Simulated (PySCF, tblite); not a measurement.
C7H14Si.
Bonds: C1–C2, C2–C3, C2–Si4, Si4–C5, C5–C6, C6–C7 (double), C7–C8, Si4–C8. Hydrogens: H9, H10, H11 on C1; H12 on C2; H13, H14, H15 on C3; H16 on Si4; H17, H18 on C5; H19 on C6; H20 on C7; H21, H22 on C8.

The geometry is computed with GFN2-xTB (gas phase).

Problem. List the bond lengths, angles and torsions at this level.

Solution. 
```
                  bond  length (Å)
          C1–C2, C2–C3       1.526
                C2–Si4       1.909
        Si4–C5, Si4–C8       1.908
          C5–C6, C7–C8       1.499
                 C6=C7       1.321
C1–H9 and 5 like bonds       1.088
                C2–H12       1.096
               Si4–H16       1.474
        C5–H17, C8–H21       1.092
        C5–H18, C8–H22       1.090
        C6–H19, C7–H20       1.081
```

Bonds in one row agree within 0.01 Å and their mean is given. A selection of angles:
```
     angle  degrees
  C2–C1–H9    110.4
 C2–C1–H10    110.8
 H9–C1–H10    108.2
  C1–C2–C3    110.0
 C1–C2–Si4    111.0
 C1–C2–H12    107.7
Si4–C2–H12    109.3
 C2–Si4–C5    114.3
C2–Si4–H16    110.2
 C5–Si4–C8     93.6
C5–Si4–H16    111.7
 Si4–C5–C6    103.8
Si4–C5–H17    113.8
Si4–C5–H18    113.4
 C6–C5–H17    109.7
 C6–C5–H18    109.8
H17–C5–H18    106.2
  C5–C6–C7    119.2
 C5–C6–H19    118.4
 C7–C6–H19    122.4
```

Dihedral angles: C1–C2–Si4–C5 -172° (antiperiplanar); C2–Si4–C5–C6 123° (anticlinal); Si4–C5–C6–C7 -4° (synperiplanar); C5–C6–C7–C8 0° (synperiplanar); C6–C7–C8–Si4 4° (synperiplanar); C2–Si4–C8–C7 -123° (anticlinal).

Of the pairs four or more bonds apart, H10···H15 is among the closest relative to their van der Waals radii: 2.51 Å, 105 % of the sum of Bondi's values. The C–C distances run from 1.321 Å (C6=C7, drawn double) to 1.526 Å (C1–C2, drawn single), a spread of 0.205 Å. All 3 C–Si bonds measure 1.908 to 1.909 Å. The 5-membered ring Si4–C5–C6–C7–C8 has internal angles of 93.6° to 119.2° (sum 540°, against 540° for a flat polygon); it is almost planar, 0.03 Å rms from its mean plane, widest ring torsion 5°. Si4 (SiH silicon) has angles from 93.6° to 114.3°.

Point group: Cs (tolerance 0.08 Å). Its GFN2-xTB frequencies are all real (lowest 45 cm⁻¹). The numbers are those of one conformer. 2 starts were optimised and ended at 0.00 and 0.34 kcal/mol (GFN2-xTB); the lowest of these is shown.
